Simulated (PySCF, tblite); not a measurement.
Parent: `[CH:1]#[C:2][Si@H:3]([CH3:4])[N-:5][SiH3:6]` (charge -1) with C2–Si3–N5–Si6 -58°, [C3H8NSi2]-.

The geometries are computed with GFN2-xTB (gas phase). One conformer each, not checked by frequencies here.

```csv
coordinate of the parent,value
C1≡C2,1.203 Å
C2–Si3,1.887 Å
Si3–C4,1.911 Å
Si3–N5,1.665 Å
N5–Si6,1.672 Å
C1–C2–Si3,176.2°
C2–Si3–C4,102.4°
C2–Si3–N5,118.5°
C4–Si3–N5,109.8°
Si3–N5–Si6,137.2°
```

Task: How does the shared frame change in `[CH2:1]=[C:2]([CH3:3])[C:4]#[C:5][Si@@H:6]([CH3:7])[N-:8][SiH3:9]` (charge -1) with C5–Si6–N8–Si9 177°, [C6H12NSi2]-? Atoms pair as C1 = C4, C2 = C5, Si3 = Si6, C4 = C7, N5 = N8, Si6 = Si9 (parent first).

Result: 
```csv
parent,relative,value in the relative,change
C1≡C2,C4≡C5,1.209 Å,+0.006
C2–Si3,C5–Si6,1.881 Å,-0.006
Si3–C4,Si6–C7,1.919 Å,+0.008
Si3–N5,Si6–N8,1.662 Å,-0.003
N5–Si6,N8–Si9,1.670 Å,-0.002
C1–C2–Si3,C4–C5–Si6,179.3°,+3.1
C2–Si3–C4,C5–Si6–C7,102.3°,-0.1
C2–Si3–N5,C5–Si6–N8,108.3°,-10.2
C4–Si3–N5,C7–Si6–N8,117.3°,+7.5
Si3–N5–Si6,Si6–N8–Si9,140.4°,+3.2
```

Of the parent's bonds, Si3–C4 changes most (+0.008 Å). Bonds of the relative outside the shared frame: C1=C2 1.333, C2–C3 1.504, C2–C4 1.417 Å. Point group C1 → C1.
